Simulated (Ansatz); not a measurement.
Compare A (`N[SiH](N)O[SiH3]`) with its isomer B (`N[SiH2][SiH](N)O`).

Gas-phase electronic energies from Ansatz, PBE0-D4/def2-TZVP geometries. CBS: MP2 limit from def2 TZ/QZ plus the TZ coupled-cluster correction, frozen cores. DFT in def2-TZVPP. B3LYP here is the variant with VWN-RPA as its local correlation; programs differ in this. One conformer a species, not always the lowest.

Task: Which isomer does CCSD(T)/CBS put lower? Give the gap. (Estimate.)

Result: Computed: A, by 147.0 kJ/mol.

Task: Give E(B) − E(A) in kJ/mol with B2PLYP, B3LYP-D4, PBE0-D4, ωB97M-V, PBE-D4, CCSD(T)/def2-TZVPP, HF/def2-TZVPP. (An estimate is asked.)

Result: Computed: B2PLYP 149.4, B3LYP-D4 144.4, PBE0-D4 128.9, ωB97M-V 148.1, PBE-D4 118.1, CCSD(T)/def2-TZVPP 148.6, HF/def2-TZVPP 173.9. None reverses the order clearly.

Largest T1 diagnostic: 0.011.

In def2-TZVPP, CCSD(T) changes the Hartree–Fock value by −25.3 kJ/mol (the triples alone add −3.5 kJ/mol) and MP2 by −19.7 kJ/mol. From PBE to PBE0 (25 % exact exchange), in def2-TZVPP and without D4, E(B) − E(A) moves by +10.9 kJ/mol.
